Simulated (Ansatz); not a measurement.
Relaxing a trial structure of AlGaH3NSi

The starting geometry of this gas-phase singlet was optimised with GFN2-xTB.

```xyz
7

Al    0.5304    1.2785   -1.9557
Ga   -0.9751   -0.6520   -3.4419
N    -0.1150   -0.5288   -1.6220
Si    0.4402   -0.7675   -0.1174
H    -0.8464    2.0317   -2.3445
H     1.3624    1.0611   -3.3260
H     1.3276    1.8381   -0.7100
```

Question: Predict what it relaxes into with B3LYP/6-31G*.

Answer: A new bond forms, giving a structure with H7 bridging Al1 and Si4, given below by its coordinates. Distances that change by over a tenth: Al1–Ga2 (2.86 → 3.52 Å), Al1–H7 (1.58 → 1.84 Å). Contacts that close: Si4–H7 (2.82 → 1.68 Å).

The energy falls by 0.62 eV over 21 steps:

| step | E − E(last) (eV) |
| --- | --- |
| 1 | 0.618 |
| 3 | 0.519 |
| 5 | 0.506 |
| 8 | 0.498 |
| 10 | 0.464 |
| 12 | 0.299 |
| 14 | 0.113 |
| 17 | 0.002 |
| 19 | 0.000 |
| 21 | 0.000 |

Final geometry (Å):

```xyz
7

Al    0.4289    1.4107   -2.2823
Ga   -1.1817   -1.6373   -2.9898
N    -0.1712   -0.3684   -1.9369
Si    0.5107   -0.4062   -0.3822
H    -0.6648    2.5543   -2.1396
H     1.7135    1.5446   -3.2076
H     1.0887    1.1634   -0.5789
```

No frequencies were run, so the end isn't proven a minimum. Run with Ansatz 0.2.0, 120 s on 1 thread of Intel(R) Xeon(R) Platinum 8259CL CPU @ 2.50GHz (Skylake/Cascade Lake), with other jobs on the host.
